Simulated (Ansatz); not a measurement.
`C=C(F)[Te]C` + `N[SiH2]F` → `C[Te][SiH](N)F` + `C=CF`  (formal exchange of groups at a Te–C bond)

Computed with Ansatz on PBE0-D4/def2-TZVP structures; ΔE is electronic, products minus reactants. CBS: MP2 limit from def2 TZ/QZ plus the TZ coupled-cluster correction, frozen cores. DFT in def2-TZVPP. def2 core potentials past Kr. For Te outer-core shells are correlated without core-valence functions, which leaves a few kJ/mol of doubt a bond. Each species was taken in one conformer, which may not be the lowest.

`C=C(F)[Te]C`:

```xyz
10

C    -0.668    0.702    2.009
C    -0.641   -0.001    0.890
F    -0.590   -1.342    0.938
Te   -0.789    0.783   -1.051
C     0.821   -0.391   -1.826
H    -0.661    1.782    1.972
H    -0.695    0.206    2.972
H     1.761   -0.068   -1.387
H     0.836   -0.232   -2.904
H     0.626   -1.439   -1.612
```

`N[SiH2]F`:

Cartesian coordinates in Å:
```
N -0.742 0.680 0.293
Si 0.449 -0.376 -0.291
F 1.068 -1.363 0.812
H -1.684 0.374 0.470
H -0.510 1.504 0.822
H 1.583 0.432 -0.791
H -0.165 -1.250 -1.315
```

`C[Te][SiH](N)F`:

Cartesian coordinates in Å:
```
C -0.040 -1.972 -0.543
Te 1.345 -1.120 0.867
Si 0.732 1.217 0.360
N -0.965 1.352 0.368
F 1.164 1.713 -1.100
H -0.908 -1.319 -0.611
H 0.445 -2.068 -1.510
H -0.330 -2.949 -0.163
H 1.498 2.070 1.302
H -1.428 2.127 -0.079
H -1.512 0.948 1.109
```

`C=CF`:

Cartesian coordinates in Å:
```
C 0.366 -0.038 0.597
C -0.362 -0.020 -0.500
F -0.130 0.839 -1.497
H 1.192 0.646 0.740
H 0.134 -0.754 1.373
H -1.201 -0.672 -0.713
```

**Question.** Is it downhill or uphill in electronic energy at CCSD(T)/CBS, and by how much? (Estimate.)

**Answer.** The calculation gave: Downhill: ΔE = -0.88 eV.

**Question.** What do these levels give: ωB97X-V, B2PLYP, r2SCAN, HF/def2-TZVPP, SCS-MP2/def2-TZVPP, MP2/def2-QZVPP? (An estimate is asked.)

**Answer.** Computed: ωB97X-V -0.87, B2PLYP -0.84, r2SCAN -0.89, HF/def2-TZVPP -0.94, SCS-MP2/def2-TZVPP -0.81, MP2/def2-QZVPP -0.87 eV.

Largest T1 diagnostic among the species: 0.012.

In def2-TZVPP, CCSD(T) changes the Hartree–Fock value by +0.10 eV (the triples alone add +0.02 eV) and MP2 by +0.09 eV. From PBE to PBE0 (25 % exact exchange), in def2-TZVPP and without D4, ΔE moves by −0.06 eV.
